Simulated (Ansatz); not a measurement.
The inner images of a band of BCl2F + FH (6 atoms, charge 0, multiplicity 1) are given out of order.

These are results of Ansatz, RKS PBE/6-31G*, not measurements.

First end point:

```xyz
6
Properties=species:S:1:pos:R:3
B -0.050 0.208 0.096
Cl -0.031 0.653 1.829
F 1.110 0.044 -0.518
Cl -1.538 0.357 -0.831
F -0.185 -2.051 0.583
H -0.142 -1.918 1.521
```

Last end point:

```xyz
6
Properties=species:S:1:pos:R:3
B -0.088 -0.329 -0.791
Cl -0.035 -0.588 3.621
F 1.096 0.007 -1.276
Cl -1.565 0.296 -1.493
F -0.144 -1.164 0.250
H -0.099 -0.929 2.370
```

Task: Put them in order from the first end to the last, with their energies above the first end.
A.
```xyz
6
Properties=species:S:1:pos:R:3
B -0.055 0.002 0.105
Cl -0.037 0.445 1.900
F 1.120 0.012 -0.514
Cl -1.543 0.299 -0.806
F -0.171 -1.868 0.531
H -0.149 -1.597 1.465
```
B.
```xyz
6
Properties=species:S:1:pos:R:3
B -0.075 -0.364 -0.719
Cl -0.061 -0.367 3.396
F 1.100 0.068 -1.142
Cl -1.569 0.340 -1.300
F -0.110 -1.362 0.170
H -0.121 -1.021 2.277
```
C.
```xyz
6
Properties=species:S:1:pos:R:3
B -0.080 -0.398 -0.177
Cl -0.051 0.161 2.175
F 1.120 0.041 -0.527
Cl -1.560 0.319 -0.806
F -0.153 -1.716 0.261
H -0.113 -1.113 1.754
```
D.
```xyz
6
Properties=species:S:1:pos:R:3
B -0.074 -0.451 -0.536
Cl -0.063 0.035 2.803
F 1.104 0.112 -0.736
Cl -1.555 0.343 -1.032
F -0.122 -1.661 0.032
H -0.126 -1.085 2.150
```
E.
```xyz
6
Properties=species:S:1:pos:R:3
B -0.085 -0.479 -0.394
Cl -0.047 0.153 2.469
F 1.103 0.065 -0.591
Cl -1.564 0.328 -0.876
F -0.144 -1.726 0.107
H -0.099 -1.047 1.966
```
F.
```xyz
6
Properties=species:S:1:pos:R:3
B -0.069 -0.225 0.022
Cl -0.054 0.235 2.011
F 1.125 0.012 -0.516
Cl -1.550 0.296 -0.802
F -0.158 -1.737 0.447
H -0.130 -1.287 1.520
```
G.
```xyz
6
Properties=species:S:1:pos:R:3
B -0.076 -0.399 -0.641
Cl -0.055 -0.149 3.116
F 1.102 0.117 -0.946
Cl -1.564 0.356 -1.174
F -0.119 -1.523 0.080
H -0.124 -1.109 2.246
```

Result: A (+0.08 eV), F (+0.33 eV), C (-0.24 eV), E (-0.67 eV), D (-0.76 eV), G (-0.77 eV), B (-0.78 eV).

Time of the run: 120 s on 2 threads of Intel(R) Xeon(R) Platinum 8488C (Sapphire Rapids), on a shared host, peak memory 0.16 GiB.
